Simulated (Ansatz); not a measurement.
```xyz
8

F    -0.900   -1.170    1.693
Si    0.008    0.027    1.185
F    -0.669    1.389    1.634
Si    0.042   -0.031   -1.160
F     0.901    1.162   -1.735
F     0.690   -1.375   -1.675
F    -1.405    0.075   -1.774
H     1.332   -0.077    1.831
```

Charge 0, multiplicity 1.

**Question.** List the ωB97M-V/def2-TZVPP orbital energies in eV (Ansatz). (Estimate.)

**Answer.** The calculation gave: Occupied: -1809.87, -1809.45, -678.40, -678.40, -678.39, -678.33, -678.33, -150.69, -150.34, -104.84, -104.84, -104.77, -104.50, -104.46, -104.41, -37.51, -37.15, -36.78, -36.77, -36.67, -20.03, -19.22, -17.60, -17.59, -17.26, -17.25, -16.75, -16.31, -16.18, -16.18, -15.69, -15.48, -15.48, -15.23, -14.99, -14.33, -11.63. Lowest empty: 0.82, 0.83, 2.61, 3.36, 3.77, 4.17, 4.87, 5.65.
